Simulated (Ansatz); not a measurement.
Gas-phase electronic energies from Ansatz, PBE0-D4/def2-TZVP geometries. CCSD(T)/CBS is the MP2 limit (def2-TZVPP, def2-QZVPP) plus CCSD(T) − MP2 in def2-TZVPP, frozen cores. Functionals use def2-TZVPP. B3LYP here is the variant with VWN-RPA as its local correlation; programs differ in this. One conformer a species, not always the lowest.

`[CH3][AlH][BH]O` → `B[O][AlH][CH3]`  (isomerisation)

Is it downhill or uphill in electronic energy at CCSD(T)/CBS, and by how much? (An estimate is asked.)

The calculation gave: Downhill: ΔE = -45.6 kcal/mol.

What do these levels give: PBE-D4, r2SCAN-D4, BHLYP-D4, ωB97M-V, BLYP, r2SCAN, B3LYP, CAM-B3LYP, HF/def2-SVP, CCSD(T)/def2-TZVPP, MP2/CBS(def2), CCSD/CBS(def2)? (Estimate.)

Computed: PBE-D4 -41.3, r2SCAN-D4 -46.3, BHLYP-D4 -49.0, ωB97M-V -46.2, BLYP -45.9, r2SCAN -46.3, B3LYP -47.0, CAM-B3LYP -47.9, HF/def2-SVP -50.5, CCSD(T)/def2-TZVPP -45.3, MP2/CBS(def2) -48.1, CCSD/CBS(def2) -46.4 kcal/mol.

What do rigid-rotor, harmonic-oscillator terms from PBE0-D4/def2-TZVP frequencies (298.15 K, 1 bar) make of the CCSD(T)/CBS value? (Estimate.)

Ansatz gave: ΔZPE = -1.2 kcal/mol, ΔH = -46.7 kcal/mol, ΔS = -3 J/(mol·K), ΔG = -46.5 kcal/mol. Modes under 50 cm⁻¹ make the entropy rough.

Largest T1 diagnostic among the species: 0.013.

In def2-TZVPP, CCSD(T) changes the Hartree–Fock value by +5.5 kcal/mol (the triples alone add +0.7 kcal/mol) and MP2 by +3.0 kcal/mol. From PBE to PBE0 (25 % exact exchange), in def2-TZVPP and without D4, ΔE moves by −1.5 kcal/mol.
